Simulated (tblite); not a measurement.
Compound: C5H10SSi.
Cartesian coordinates in Å at the GFN2-xTB level; atoms count from 1:
```
atom  x, y, z in Å
C1     3.0770    0.2848    0.2756
S2     1.7471   -0.5830    1.1648
Si3    0.2578   -0.5875   -0.3861
C4    -0.5424    1.1081   -0.7416
C5    -2.0033    0.8526   -0.5088
C6    -2.3885   -0.3301   -0.0638
C7    -1.3605   -1.3882    0.1974
H8     3.3782   -0.3028   -0.5857
H9     2.7309    1.2649   -0.0352
H10    3.9073    0.3849    0.9662
H11    0.8581   -1.1992   -1.5767
H12   -0.3824    1.4655   -1.7600
H13   -0.1989    1.9036   -0.0760
H14   -2.6990    1.6554   -0.7055
H15   -3.4248   -0.5659    0.1303
H16   -1.3565   -1.6548    1.2552
H17   -1.6073   -2.2964   -0.3516
```

Method: GFN2-xTB as coded in tblite; computed harmonic values from a numerical Hessian at the method's own geometry, unscaled. This tight-binding method is rough: wavenumbers can miss measured ones by several per cent, in bad cases by 10 to 20. Modes of hydrogen on silicon can be 10 to 20 % off. One conformer, not necessarily the lowest.

Harmonic wavenumbers (cm⁻¹): 39.7, 57.8, 105.4, 127.6, 182.1, 197.5, 349.2, 385.7, 523.9, 581.5, 636.0, 649.5, 688.4, 726.2, 753.6, 757.0, 819.1, 830.7, 901.3, 946.4, 956.4, 980.6, 1020.7, 1085.5, 1107.0, 1135.3, 1231.1, 1246.5, 1314.9, 1320.8, 1453.2, 1454.8, 1456.8, 1459.6, 1719.8, 2221.2, 2948.5, 2968.5, 2976.4, 2993.3, 3033.7, 3038.7, 3061.5, 3062.8, 3079.0.

A = 3938, B = 1097, C = 954.4 MHz; mass 130.027 u (most abundant isotopes); point group C1, symmetry number 1.

**Question.** Zero-point energy?

**Answer.** ½Σν̃ = 29293 cm⁻¹ = 350.42 kJ/mol.

**Question.** What is S at 298.15 K and 1 bar for an ideal gas of classical rigid rotors and harmonic oscillators?

**Answer.** Translation 169.56, rotation 120.27, vibration 113.05: S = 402.9 J/(mol K).

**Question.** And Cp and H(298.15 K) − H(0)?

**Answer.** Cp = 146.39 J/(mol K), of which vibrations give 113.14 (their classical limit is 45 R = 374.2); H(298.15 K) − H(0) = 26.95 kJ/mol without the zero-point energy, 17.03 from vibrations.

**Question.** Which modes carry the vibrational entropy at 298.15 K?

**Answer.** 39.7 cm⁻¹: 22.07; 57.8 cm⁻¹: 18.96; 105.4 cm⁻¹: 14.02; 127.6 cm⁻¹: 12.48; 182.1 cm⁻¹: 9.65; 197.5 cm⁻¹: 9.02 J/(mol K); the other 39 give 26.85 together.

**Question.** What must be added to the electronic energy to get the Gibbs energy at 298.15 K and 1 bar?

**Answer.** ZPE + [H(298.15 K) − H(0)] − T·S = 350.42 + 26.95 − 120.12 = 257.25 kJ/mol.

**Question.** Blend soft modes into free rotors: weight 1/[1 + (100 cm⁻¹/ν̃)⁴] for the oscillator and the rest for a rotor with moment μB/(μ + B), μ = h/(8π²ν), B = 10⁻⁴⁴ kg m². What vibrational entropy results?

**Answer.** 101.23 J/(mol K) in place of 113.05, which changes −T·S at 298.15 K by +3.52 kJ/mol.

**Question.** How do the functions run with temperature in this model?

**Answer.** 
| T (K) | S (J/(mol K)) | Cp (J/(mol K)) | H − H(0) (kJ/mol) | G − H(0) (kJ/mol) | ln q(vib) |
| --- | --- | --- | --- | --- | --- |
| 50 | 246.2 | 56.6 | 2.17 | -10.14 | 0.68 |
| 100 | 291.6 | 74.7 | 5.49 | -23.66 | 1.97 |
| 373.15 | 438.9 | 175.2 | 39.02 | -124.75 | 8.45 |
| 500 | 496.1 | 216.0 | 63.94 | -184.10 | 11.36 |
| 750 | 595.1 | 271.6 | 125.43 | -320.86 | 16.90 |
| 1000 | 678.5 | 307.8 | 198.15 | -480.34 | 22.07 |

q(vib) and H(0) count from the zero-point level.

Hindered rotation and anharmonicity are outside this model. Other conformers, if any are populated, would add a mixing term that is left out. The structure is chiral; the term R ln 2 for an equal mix with its mirror image is left out.
